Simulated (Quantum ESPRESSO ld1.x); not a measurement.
Q: Gd, 64 electrons, occupied as [Xe] 4f7 5d1 6s1 6p1 (not the ground configuration). Method: scalar-relativistic Kohn-Sham, LDA (Slater exchange, VWN5 correlation), spin-polarised, spherical densities, point nucleus; open shells are filled with parallel spins first; computed with ld1.x of Quantum ESPRESSO 7.5. Some entries of the table are withheld. Estimate them.

orbital  occ.  eigenvalue (eV)  r(max) (bohr)
1s up       1         -50057.6          0.014
1s down     1         -50057.6          0.014
2s up       1         -8266.31          0.079
2s down     1         -8266.17          0.079
2p up       3         -7359.24          0.064
2p down     3         -7359.14          0.064
3s up       1         -1833.25          0.226
3s down     1         -1830.51          0.223
3p up       3         -1552.25          0.221
3p down     3         -1549.54          0.221
3d up       5         -1180.25          0.179
3d down     5         -1178.11          0.179
4s up       1         -371.412          0.517
4s down     1         -365.366          0.517
4p up       3         -278.730          0.538
4p down     3         -272.746          0.538
4d up       5         -150.496          0.560
4d down     5         -144.622          0.560
5s up       1         -52.1106           1.19
5s down     1         -48.7806           1.20
5p up       3         -29.3812           1.35
5p down     3         -26.6711           1.36
4f up       7         -11.7012          0.566
4f down     0          -6.4461          0.566
6s up       1          -5.4341           3.26
5d up       1          -4.1702           1.94
6s down     0          -3.8707           3.36
5d down     0          -2.3973           2.00
6p up       1          -2.2563            (1)
6p down     0          -1.1780            (2)

A: 
(1) 6p up r(max) (bohr): 4.31
(2) 6p down r(max) (bohr): 4.86
